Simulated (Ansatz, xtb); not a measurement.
## Two conformers of H7NSSi2

We compare a, `N[SiH2]S[SiH3]`, a singlet, with b, `N[SiH2]S[SiH3]`, a singlet. Both are isolated molecules in the gas phase, relaxed with B3LYP-D3(BJ)/def2-SVP.

a (Å):

```xyz
11

N     2.6362   -0.3508    1.6770
S     0.2799   -1.1312   -0.4246
Si    2.1810   -0.1582    0.0263
Si    0.1167   -0.6866   -2.5266
H     2.9224   -1.2667    2.0117
H     2.1199    0.1466    2.3972
H     3.2343   -0.7667   -0.8314
H     2.0466    1.2964   -0.2590
H     0.0740    0.7845   -2.7716
H     1.2653   -1.2516   -3.2931
H    -1.1512   -1.3079   -2.9946
```

b (Å):

```json
{"atom": "N", "x (Å)": "-2.2232", "y (Å)": "-1.3670", "z (Å)": "-0.0524"}
{"atom": "S", "x (Å)": "-0.1899", "y (Å)": "0.6363", "z (Å)": "-1.6841"}
{"atom": "Si", "x (Å)": "-2.0712", "y (Å)": "-0.4488", "z (Å)": "-1.5055"}
{"atom": "Si", "x (Å)": "-0.0320", "y (Å)": "1.2767", "z (Å)": "0.3677"}
{"atom": "H", "x (Å)": "-2.6641", "y (Å)": "-0.9620", "z (Å)": "0.7667"}
{"atom": "H", "x (Å)": "-1.5572", "y (Å)": "-2.0902", "z (Å)": "0.2005"}
{"atom": "H", "x (Å)": "-2.0891", "y (Å)": "-1.3223", "z (Å)": "-2.7075"}
{"atom": "H", "x (Å)": "-3.2140", "y (Å)": "0.5026", "z (Å)": "-1.5025"}
{"atom": "H", "x (Å)": "0.4206", "y (Å)": "0.1792", "z (Å)": "1.2689"}
{"atom": "H", "x (Å)": "-1.3416", "y (Å)": "1.7864", "z (Å)": "0.8710"}
{"atom": "H", "x (Å)": "0.9736", "y (Å)": "2.3732", "z (Å)": "0.3991"}
```

Question: Which of the two would you expect CCSD(T)/def2-SVP + ΔMP2/def2-TZVPP electronic energies to favour?

Answer: Too close to call at this level: CCSD(T)/def2-SVP + ΔMP2/def2-TZVPP gives E(b) − E(a) = −0.70 kcal/mol.

How the difference moves with the method:

```json
{"level": "B3LYP-D3(BJ)/def2-SVP", "geometry": "B3LYP-D3(BJ)/def2-SVP", "E(b) − E(a) (kcal/mol)": "−1.46", "departure from the last row (kcal/mol)": "−0.76", "job, with rough time for the two": "optimisation, 4.3 min"}
{"level": "HF/def2-SVP", "geometry": "B3LYP-D3(BJ)/def2-SVP", "E(b) − E(a) (kcal/mol)": "−0.55", "departure from the last row (kcal/mol)": "+0.15", "job, with rough time for the two": "part of the CCSD(T) run"}
{"level": "MP2/def2-SVP", "geometry": "B3LYP-D3(BJ)/def2-SVP", "E(b) − E(a) (kcal/mol)": "−1.37", "departure from the last row (kcal/mol)": "−0.67", "job, with rough time for the two": "part of the CCSD(T) run"}
{"level": "CCSD(T)/def2-SVP", "geometry": "B3LYP-D3(BJ)/def2-SVP", "E(b) − E(a) (kcal/mol)": "−1.29", "departure from the last row (kcal/mol)": "−0.59", "job, with rough time for the two": "single point"}
{"level": "CCSD(T)/def2-SVP + ΔMP2/def2-TZVPP", "geometry": "B3LYP-D3(BJ)/def2-SVP", "E(b) − E(a) (kcal/mol)": "−0.70", "departure from the last row (kcal/mol)": "", "job, with rough time for the two": "single point, 22 s"}
```

The largest departure from CCSD(T)/def2-SVP + ΔMP2/def2-TZVPP is that of B3LYP-D3(BJ)/def2-SVP, 0.76 kcal/mol. A small imaginary or near-zero mode remains, so no thermal terms are given. Levels run at GFN2-xTB geometries aren't shown. The last row adds to CCSD(T) the change of the MP2 difference between the two basis sets, here +0.59 kcal/mol.

The correlated steps freeze 16 core orbitals. Run with Ansatz 0.2.0; the last row on 2 threads of Intel(R) Xeon(R) Platinum 8488C (Sapphire Rapids) on a shared host.
